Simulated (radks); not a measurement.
The numbers below are computed, except where a source is named.
The lithium anion Li-, [He] 2s2, held by a Watson sphere: a shell of charge +0.9 at radius R that stands for the Madelung well of a crystal (potential energy -0.9/R inside, -0.9/r outside, in hartree with lengths in bohr). Level of theory: non-relativistic Kohn-Sham, LDA (Slater exchange, Perdew-Wang correlation), spin-unpolarised, spherical densities, point nucleus (a radial shooting solver on a logarithmic mesh with Libxc functionals). Response by self-consistent Sternheimer equations with the Hartree and adiabatic LDA kernel. The sphere does not respond.

\begin{tabular}{lrrrrrr}
R (bohr) & e(1s) (eV) & e(2s) (eV) & <r> 2s (bohr) & sum of <r^2> (bohr^2) & X-ray form factor at sin(theta)/lambda = 0.2 1/angstrom & alpha (bohr^3) \\ \hline
1.79 & -52.893 & -3.912 & 3.262 & 26.27 & 1.758 & 92.99 \\
1.95 & -52.107 & -3.866 & 3.306 & 26.90 & 1.748 & 96.32 \\
2.02 & -51.819 & -3.845 & 3.327 & 27.20 & 1.744 & 97.95 \\
2.39 & -50.712 & -3.716 & 3.445 & 28.98 & 1.725 & 108.2 \\
2.4 & -50.689 & -3.713 & 3.448 & 29.03 & 1.724 & 108.5 \\
2.54 & -50.409 & -3.659 & 3.496 & 29.78 & 1.718 & 113.1 \\
3.75 & -49.350 & -3.161 & 3.925 & 37.14 & 1.701 & 166.6 \\
\end{tabular}
